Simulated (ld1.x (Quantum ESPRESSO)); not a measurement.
aluminium (Al): variants of one TM potential

Base potential:

* Element: Al
* Generator: ld1.x (Quantum ESPRESSO) 7.5
* Type: norm-conserving Troullier–Martins (Kleinman–Bylander form)
* Functional: PBE
* Relativity: scalar-relativistic
* Frozen core: [Ne]
* Valence charge: 3
* Reference configuration: 3s1.75 3p1.25
* Partial waves: 3s (bound): rc 1.40 bohr; 3p (bound): rc 1.65 bohr; 3d channel at -0.1 Ry: rc 1.55 bohr
* Local potential: all-electron potential smoothed inside 1.10 bohr (lloc = -1)
* Core correction: Bessel-smoothed model core inside 1.25 bohr

All-electron outer shells of the reference configuration (PBE, scalar-relativistic, ld1.x):

```json
{"shell": "2s", "level (eV)": "-108.64", "outermost node (bohr)": "0.16", "outermost maximum (bohr)": "0.50"}
{"shell": "2p", "level (eV)": "-70.11", "outermost node (bohr)": "–", "outermost maximum (bohr)": "0.43"}
{"shell": "3s", "level (eV)": "-7.97", "outermost node (bohr)": "0.80", "outermost maximum (bohr)": "2.09"}
{"shell": "3p", "level (eV)": "-2.88", "outermost node (bohr)": "0.82", "outermost maximum (bohr)": "2.61"}
```

Cutoffs, loose and tight: the cutoffs (Ry, on a coarse ladder) from which the occupation-weighted sum of valence levels, in a spherical-Bessel basis at the reference potential, stays within 10 and 1 mRy of its value at 400 Ry. They do not see the model core or the augmentation charge, which bear on the density cutoff. Test errors are all-electron minus pseudo excitation energies from the reference, over the configurations 3s2 3p1; 3s2 3p0; 3s1 3p0; 3s0 3p3; 3s2 3p0.5; 3s1 3p1; 3s1 3p2. A dash means not determined; rows that change the core or the reference have their own tests.

A true bound ghost makes a file unfit for plane-wave use even where its test errors are small: the radial tests pick states by their node count and pass the ghost by.

| change | outcome | cutoff, loose | cutoff, tight | bound ghosts | largest test error (meV) |
| --- | --- | --- | --- | --- | --- |
| base | generated | 35 Ry | 70 Ry | s | +114 |
| wave 3d channel at -0.1 Ry: rc 1.55 bohr becomes 3d channel at -0.09 Ry: rc 1.55 bohr | generated | 35 Ry | 70 Ry | s | +114 |
| wave 3p (bound): rc 1.65 bohr becomes 3p (bound): rc 1.76 bohr | generated | 30 Ry | 70 Ry | s | +113 |
| core correction Bessel-smoothed model core inside 0.94 bohr | generated | 35 Ry | 70 Ry | s | +111 |
| local potential the d channel | generated | 35 Ry | 70 Ry | none | +59 |
| reference 3s2 3p0 | generated | 35 Ry | 80 Ry | s | +58 |
| local potential all-electron potential smoothed inside 1.64 bohr (lloc = -1) | generated | 35 Ry | 70 Ry | none | +21 |
| type ultrasoft; waves now 3s (bound): rcut 1.20, rcutus 1.40 bohr; 3s channel at -0.25 Ry: rcut 1.20, rcutus 1.40 bohr; 3p (bound): rcut 1.45, rcutus 1.65 bohr; 3p channel at 0.25 Ry: rcut 1.45, rcutus 1.65 bohr; 3d channel at -0.1 Ry: rcut 1.35, rcutus 1.55 bohr; local potential all-electron potential smoothed inside 1.55 bohr (lloc = -1); augmentation PSQ, inside the norm-conserving radii | failed: chargeps: negative rho | – | – | – | – |
| all radii but the core radius scaled by about 1.08 (s 1.52, p 1.78, d 1.68 bohr); local potential all-electron potential smoothed inside 1.20 bohr (lloc = -1) | generated | 25 Ry | 55 Ry | none | +34 |
| wave 3d channel at -0.1 Ry: rc 1.55 bohr becomes 3d channel at -0.1 Ry: rc 1.58 bohr | generated | 35 Ry | 70 Ry | s | +114 |
